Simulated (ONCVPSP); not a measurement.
Ge (Z = 32) ONCV: all-electron and pseudo phase curves

ONCVPSP 4.0.1 input, shortened (lines: element, Z, core and valence counts, functional; n l f; lmax; l rc ep ncon nbas qcut; lloc lpopt rc5 dvloc0; l nproj debl; icmod fcfact rcfact), PBE, scalar-relativistic:

```
  Ge 32.00    5    3        4      upf
    1    0    2.00
    2    0    2.00
    2    1    6.00
    3    0    2.00
    3    1    6.00
    3    2   10.00
    4    0    2.00
    4    1    2.00
    2
    0    1.40    0.00    3    6    5.80
    1    2.05    0.00    4    7    4.50
    2    0.95    0.00    4    9   16.90
    2    5    0.95    0.00
    0    1    3.70
    1    2    1.80
    2    0    3.10
    0    0.00    0.00
```

The phase is arctan(r·R′/R) of the radial function R(r), unwrapped; energies in Ha, scanned from -3 to 5 Ha. A pole is an energy at which the radial function vanishes at the test radius. The pseudo phase is shifted by a multiple of π to meet the all-electron one at the reference energy, and phase errors are pseudo minus all-electron; the curves can meet again beyond the range given. Levels narrower than the energy grid can be missing from the lists of poles.

Q: For each channel, where are the poles, and over which energies does the pseudopotential scatter like the atom?

A:

```json
{"channel": "s", "radius (bohr)": "1.42", "reference energy (Ha)": "-0.43", "poles, all-electron": "none", "poles, pseudo": "1.73", "unbroken range about the reference energy with phases within 0.05 rad": "below 0.5", "phase error 1 Ha above the reference energy (rad)": "-0.053"}
{"channel": "p", "radius (bohr)": "2.08", "reference energy (Ha)": "-0.14", "poles, all-electron": "1.54", "poles, pseudo": "1.54", "unbroken range about the reference energy with phases within 0.05 rad": "below 3.6", "phase error 1 Ha above the reference energy (rad)": "-0.000"}
{"channel": "d", "radius (bohr)": "0.96", "reference energy (Ha)": "-1.08", "poles, all-electron": "0.74", "poles, pseudo": "0.88", "unbroken range about the reference energy with phases within 0.05 rad": "below 2.5", "phase error 1 Ha above the reference energy (rad)": "+0.007"}
```

Note: ghosts flagged at negative energy: s at -602.3 eV, p at -122.5 eV; GHOST(+) flagged for s at 50.1 eV. A true bound ghost makes a file unfit for plane-wave use.

Phases in the d channel:

| E (Ha) | all-electron | pseudo |
| --- | --- | --- |
| -2.98 | 0.296 | 0.343 |
| -2.76 | 0.130 | 0.176 |
| -2.54 | -0.061 | -0.020 |
| -2.32 | -0.267 | -0.234 |
| -2.10 | -0.472 | -0.450 |
| -1.88 | -0.662 | -0.649 |
| -1.66 | -0.827 | -0.822 |
| -1.44 | -0.967 | -0.965 |
| -1.22 | -1.081 | -1.081 |
| -1.00 | -1.176 | -1.176 |
| -0.78 | -1.255 | -1.254 |
| -0.56 | -1.322 | -1.319 |
| -0.34 | -1.378 | -1.374 |
| -0.12 | -1.427 | -1.421 |
| 0.10 | -1.470 | -1.461 |
| 0.32 | -1.508 | -1.497 |
| 0.54 | -1.543 | -1.528 |
| 0.76 | -1.574 | -1.557 |
| 0.98 | -1.603 | -1.583 |
| 1.20 | -1.631 | -1.607 |
| 1.42 | -1.657 | -1.629 |
| 1.64 | -1.681 | -1.650 |
| 1.86 | -1.706 | -1.670 |
| 2.08 | -1.730 | -1.689 |
| 2.30 | -1.753 | -1.708 |
| 2.52 | -1.777 | -1.726 |
| 2.74 | -1.801 | -1.744 |
| 2.96 | -1.826 | -1.761 |
| 3.18 | -1.852 | -1.778 |
| 3.40 | -1.879 | -1.796 |
| 3.62 | -1.907 | -1.814 |
| 3.84 | -1.937 | -1.832 |
| 4.06 | -1.970 | -1.851 |
| 4.28 | -2.005 | -1.870 |
| 4.50 | -2.044 | -1.890 |
| 4.72 | -2.086 | -1.911 |
| 4.94 | -2.134 | -1.933 |
